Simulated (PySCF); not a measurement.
C₂H₅F₃OSi.
Atom-mapped SMILES: `[OH:1][SiH2:2][CH2:3][C:4]([F:5])([F:6])[F:7]` (hydrogens: H8 on O1; H9, H10 on Si2; H11, H12 on C3)

Torsions of this conformer, `[OH:1][SiH2:2][CH2:3][C:4]([F:5])([F:6])[F:7]`: O1–Si2–C3–C4 63°, Si2–C3–C4–F5 -53°, H–O1–Si2–C3 -46°.

The closed-shell ground state was solved at several levels (PySCF, density fitting, gas phase, non-relativistic). Isolated species at its PBE0-D3(BJ)/def2-SVP geometry (one conformer only).

```csv
level,basis functions,total energy (Eh),HOMO (eV),LUMO (eV),gap (eV),dipole (D)
PBE0/pcSseg-0,77,-741.5371,-8.67,0.77,9.44,1.44
wB97X-D/pcSseg-1,151,-743.3466,-10.84,2.37,13.21,1.25
PBE0/def2-SVP,127,-742.5152,-8.72,0.86,9.58,1.08
PBE0/IGLO-III,304,-743.1715,-8.91,0.28,9.19,1.24
PBE0/STO-3G,44,-733.2729,-4.40,7.41,11.81,0.63
HF/pcSseg-1,151,-740.7520,-12.66,3.88,16.54,1.46
```

Question: What might LDA/pcSseg-1 (151 basis functions) give for the same quantities?

Answer: Total energy -739.1934 Eh, HOMO -7.43 eV, LUMO -0.64 eV, gap 6.79 eV, dipole 1.13 D.

Question: Over all these levels, which gives the widest orbital gap and which the narrowest?

Answer: HF/pcSseg-1 (Hartree–Fock, all exact exchange) has the widest, 16.54 eV, and LDA/pcSseg-1 (LDA) the narrowest, 6.79 eV. The two share the basis. From the narrowest to the widest the HOMO moves by -5.23 eV and the LUMO by +4.52 eV.

Question: How much does the basis alone move the frontier levels among the 4 PBE0 rows?

Answer: The HOMO by 4.51 eV and the LUMO by 7.13 eV. By rising basis size (HOMO, LUMO in eV): STO-3G -4.40, 7.41; pcSseg-0 -8.67, 0.77; def2-SVP -8.72, 0.86; IGLO-III -8.91, 0.28.

Question: How far do the dipole and the HOMO energy spread over the levels?

Answer: The dipole runs from 0.63 to 1.46 D (mean 1.18 D) and the HOMO from -12.66 to -4.40 eV.

The pairwise dispersion term of wB97X-D wasn't added to the energies; at a given geometry it leaves orbitals and properties as they are.
